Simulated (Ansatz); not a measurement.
`BN(B)C` + `C=C=CN` → `BNC=C=C` + `BNC` at 298.15 K and 1 bar (ligand exchange at a B–N bond).

Calculated with Ansatz (gas phase, PBE0-D4/def2-TZVP geometries, no zero-point term in ΔE). CCSD(T)/CBS is the MP2 limit (def2-TZVPP, def2-QZVPP) plus CCSD(T) − MP2 in def2-TZVPP, frozen cores. This one scheme is used for every species. One conformer a species, not always the lowest.

```tsv
species	CCSD(T)/CBS energy (Eh)	H − E (kJ/mol)	S (J/(mol·K))
`BN(B)C`	-146.59307	248.1	306.3
`C=C=CN`	-171.79482	208.6	285.5
`BNC=C=C`	-197.22529	244.0	310.5
`BNC`	-121.18426	215.2	268.0
```

H − E and S are ideal-gas, rigid-rotor, harmonic terms from PBE0-D4/def2-TZVP, for one conformer and one mirror image of each species. 1 Eh = 2625.50 kJ/mol, R = 8.31446 J/(mol·K).

Task: By hand: ΔE, ΔH, ΔS and ΔG.

Result: ΔE = (-197.22529) + (-121.18426) − (-146.59307) − (-171.79482) = -0.02166 Eh = -56.9 kJ/mol. Δ(H − E) = 244.0 + 215.2 − 248.1 − 208.6 = 2.5, so ΔH = -54.4 kJ/mol. ΔS = 310.5 + 268.0 − 306.3 − 285.5 = -13.3 J/(mol·K). ΔG = -54.4 − 298.15 × (-13.3)/1000 = -50.4 kJ/mol.

Task: By hand: the equilibrium constant, and the temperature at which ΔG would vanish if ΔH and ΔS stayed fixed.

Result: log₁₀ K = −ΔG/(RT ln 10) = 8.8. ΔG = 0 at ΔH/ΔS = 4090 K, far beyond where these terms or the molecules hold.

The number of gas molecules stays the same, so ΔS is small and ΔH decides. A doubt of 5 kJ/mol in ΔE shifts log₁₀ K by 0.9 here. Other conformers and mirror images would add mixing entropy, several J/(mol·K) or more a flexible species. Modes under 60 cm⁻¹, often nearly free rotors, make the harmonic entropy too high. These are equilibria of isolated gas molecules and say nothing of rates. Largest T1 diagnostic: 0.014 (customary marks: 0.02 for closed shells, 0.045 for open ones).
